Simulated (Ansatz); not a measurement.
Ansatz (a first-principles code) input:

Ansatz 0.2 input:
```yaml
crystal:
  periodic: [false, false, false]
  atoms:
    - {symbol: Zr, position_ang: [0.00000000, 0.00000000, 0.00000000]}
    - {symbol: I, position_ang: [-2.13129744, -1.64459628, -0.25418275]}
    - {symbol: I, position_ang: [-0.01411285, 2.42585869, -1.19446431]}
    - {symbol: I, position_ang: [2.14541029, -0.78126241, 1.44864706]}
basis:
  gaussian:
    orbitals: def2-SVPD
magnetization: {spin_polarized: true, initial_magnetization: 1}
correlation: {method: ccsd_t, electrons: outside_noble_gas}
output: {forces: true}
```

Q: Predict the final energy.

A: -937.12271 Eh (CCSD(T)/def2-SVPD). The basis has 139 functions.

The spin state was set by rule; other spins were not relaxed.
